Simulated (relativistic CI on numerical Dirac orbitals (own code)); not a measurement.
## Hyperfine structure of Sn45+, mass number 115

Calculated at this level of theory: Dirac-Coulomb-Breit CI, KLI orbitals optimised for each configuration, a model potential for QED, unscaled Slater integrals (own radial code, finite nucleus).

Configurations in the expansion (outside the closed core 1s2): 2s2.2p, 2s.2p2, 2p3, 2p2.3s, 2p2.3p, 2p2.3d, 2s2.3s, 2s2.3p, 2s2.3d, 2s.2p.3s, 2s.2p.3p, 2s.2p.3d, 2s2.4s, 2s2.4p, 2s2.4d, 2s2.4f. Levels of other configurations are missing.

Nuclear spin I = 1/2, μ = -0.9174 μN (tables of Stone and Pyykkö). The electronic factors are computed for point nuclear moments, without core polarisation or the Bohr-Weisskopf and QED corrections.

```
         Level   E (eV)  A (GHz)
2s2.2p 2P°_1/2    0.000    -2834
 2s.2p2 4P_1/2  145.320    -8429
2s2.2p 2P°_3/2  255.767   -453.3
 2s.2p2 4P_3/2  357.100    -2268
 2s.2p2 2D_5/2  386.710    -2582
 2s.2p2 2D_3/2  433.399   -12.24
 2s.2p2 2P_1/2  434.972     2599
 2s.2p2 4P_5/2  631.594    -2166
```

Levels with J = 0, under 50 % of one LS term, or S terms without an open s electron are left out. Small factors come from cancelling terms and can be off by tens of per cent or more.

At this charge energies of transitions that change n are usually good to better than 1 %, and those within a shell (Δn = 0) to a few per cent.

**Question.** Give the hyperfine levels of 2s2.2p 2P°_1/2 relative to its centre of gravity.

**Answer.** With K = F(F + 1) − I(I + 1) − J(J + 1), E = AK/2: F = 0: 2126, F = 1: -708.5 GHz.

LS names give the leading component of a level, which can be under half, so a name can repeat, a term be missing and a line seem to break the LS rules.
